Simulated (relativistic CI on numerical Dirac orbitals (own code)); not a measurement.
Spin-allowed bands of a d2 ion in an octahedral site, by hand

Problem. Take Δ = 29000 cm⁻¹ and B = 620 cm⁻¹ for a d2 ion in an octahedral site. Calculate the three spin-allowed bands.

Working.
1. The terms of highest spin are 3F (energy 0) and 3P (15B = 9300 cm⁻¹). Here the F term splits into A2 at +1.2Δ = 34800, T2 at +0.2Δ = 5800 and T1 at −0.6Δ = -17400 cm⁻¹.
2. The two T1 states mix through the element 0.4Δ: H = [[-17400, 11600], [11600, 9300]], with roots ½(H₁₁ + H₂₂) ∓ ½√[(H₂₂ − H₁₁)² + 4H₁₂²] = ½(-8100) ∓ ½(35371) = -21736 and 13636 cm⁻¹.
3. The ground term is 3T1 at -21736 cm⁻¹.
4. Bands: 3T2 27536 cm⁻¹ (363 nm), 3T1(P) 35371 cm⁻¹ (283 nm), 3A2 56536 cm⁻¹ (177 nm).

Check. Exact diagonalisation of the whole d2 shell with these parameters gives 3T2 27536, 3T1 35371, 3A2 56536 cm⁻¹. The match is exact, since without spin-orbit coupling no other term has this spin. The ratio of the second band to the first, 1.285, depends on Δ/B = 46.8 alone, which is how a Tanabe-Sugano diagram is read.
